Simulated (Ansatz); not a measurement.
Reaction (formal exchange of groups at a Ga–N bond): `[CH3][GaH]/[N]=C\[SiH3]` + `C=O` → `[CH3][GaH][CH]=O` + `N=C[SiH3]`

Isolated molecules relaxed with PBE0-D4/def2-TZVP in Ansatz; ΔE leaves out vibrations. CCSD(T)/CBS is the MP2 limit (def2-TZVPP, def2-QZVPP) plus CCSD(T) − MP2 in def2-TZVPP, frozen cores. This one scheme is used for every species. Functionals use def2-TZVPP. For Ga outer-core shells are correlated without core-valence functions, which leaves a few kJ/mol of doubt a bond. Scalar relativity is left out up to krypton. Each species was taken in one conformer, which may not be the lowest.

```tsv
level	ΔE (eV)
B2PLYP	0.61
SCS-MP2/def2-TZVPP	0.64
SCS-MP2/def2-QZVPP	0.63
CCSD/CBS(def2)	0.59
```

(1) What does CCSD(T)/CBS give? (Best estimate.)

Largest T1 diagnostic among the species: 0.015.

Answers

(1) Ansatz gave: +0.60 eV. The listed levels differ from it by 0.01, 0.04, 0.03, -0.01 eV.

The D4 term adds +0.07 eV with B3LYP and +0.04 eV with PBE0; it sums over pairs of atoms, weighted by their polarisabilities, and B3LYP, whose exchange is more repulsive, gets the larger term. In def2-TZVPP, CCSD(T) changes the Hartree–Fock value by +0.04 eV (the triples alone add +0.02 eV) and MP2 by +0.10 eV.

B3LYP here is the variant with VWN-RPA as its local correlation; programs differ in this.
